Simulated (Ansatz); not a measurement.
The cluster Cd₆Se₆. The state is a triplet with charge 0. Geometry PBE-D4/def2-SVP, that of the neutral singlet.

Cartesian coordinates in Å:
```
Cd 1.5452 3.9462 1.9683
Cd -1.3058 1.1493 -1.3272
Cd 1.4932 -2.8712 -0.8409
Cd -1.8751 -3.2115 -0.8021
Cd 0.8617 -0.6451 -2.4761
Cd 1.4774 1.1334 0.7792
Se 1.5493 1.7596 -1.7007
Se -1.6591 -0.7223 -3.0320
Se 1.6719 -0.5942 2.6433
Se -1.4283 1.8888 1.1595
Se -0.2198 -1.6224 1.5789
Se -2.1107 -0.2106 2.0497
```

In the def2 sets Cd takes a core potential; there is no spin–orbit coupling. At PBE-D4/def2-SVP a singlet of charge 0 lies 1.20 eV below the triplet at the same geometry. The structure comes from a short search, and lower isomers may exist.

**Question.** Estimate the α-spin orbital energies around the gap (eV) in Ansatz with PBE-D4/def2-SVP, r2SCAN-D4/def2-SVP.

**Answer.** 
```
orbital  PBE-D4/def2-SVP  r2SCAN-D4/def2-SVP
 HOMO−5            -6.13               -6.38
 HOMO−4            -5.81               -6.08
 HOMO−3            -5.68               -5.95
 HOMO−2            -5.51               -5.86
 HOMO−1            -5.29               -5.53
   HOMO            -3.72               -3.91
   LUMO            -3.30               -3.28
 LUMO+1            -3.08               -3.10
 LUMO+2            -2.78               -2.70
 LUMO+3            -2.65               -2.60
 LUMO+4            -2.42               -2.35
 LUMO+5            -2.12               -2.11
 β HOMO            -5.31               -5.50
 β LUMO            -5.01               -5.10
```
